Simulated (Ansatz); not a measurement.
`C#[C][GeH2][CH2]Cl` + HI → `ClCI` + `C#[C][GeH3]`  (substitution at a C–Ge bond)

Gas-phase electronic energies from Ansatz, PBE0-D4/def2-TZVP geometries. CCSD(T)/CBS adds triple-zeta CCSD(T) − MP2 to the extrapolated MP2 energy (def2 sets, frozen cores). Functionals use def2-TZVPP. B3LYP here is the variant with VWN-RPA as its local correlation; programs differ in this. def2 core potentials past Kr. For Ge, I outer-core shells are correlated without core-valence functions, which leaves a few kJ/mol of doubt a bond. Scalar relativity is left out up to krypton. Each species was taken in one conformer, which may not be the lowest.

```json
{"level": "PBE0-D4", "ΔE (kJ/mol)": "37.8", "difference from CCSD(T)/CBS": "1.2"}
{"level": "ωB97X-V", "ΔE (kJ/mol)": "40.0", "difference from CCSD(T)/CBS": "3.4"}
{"level": "B2PLYP", "ΔE (kJ/mol)": "36.1", "difference from CCSD(T)/CBS": "-0.5"}
{"level": "PBE", "ΔE (kJ/mol)": "30.7", "difference from CCSD(T)/CBS": "-5.9"}
{"level": "B3LYP", "ΔE (kJ/mol)": "33.0", "difference from CCSD(T)/CBS": "-3.6"}
{"level": "HF/def2-TZVPP", "ΔE (kJ/mol)": "41.4", "difference from CCSD(T)/CBS": "4.8"}
{"level": "CCSD(T)/def2-TZVPP", "ΔE (kJ/mol)": "42.8", "difference from CCSD(T)/CBS": "6.2"}
{"level": "SCS-MP2/def2-QZVPP", "ΔE (kJ/mol)": "35.2", "difference from CCSD(T)/CBS": "-1.4"}
{"level": "HF/CBS(def2)", "ΔE (kJ/mol)": "39.9", "difference from CCSD(T)/CBS": "3.3"}
{"level": "MP2/CBS(def2)", "ΔE (kJ/mol)": "34.4", "difference from CCSD(T)/CBS": "-2.2"}
{"level": "CCSD(T)/CBS", "ΔE (kJ/mol)": "36.6", "difference from CCSD(T)/CBS": "0"}
```

Largest T1 diagnostic among the species: 0.012.

From PBE to PBE0 (25 % exact exchange), in def2-TZVPP and without D4, ΔE moves by +5.1 kJ/mol.
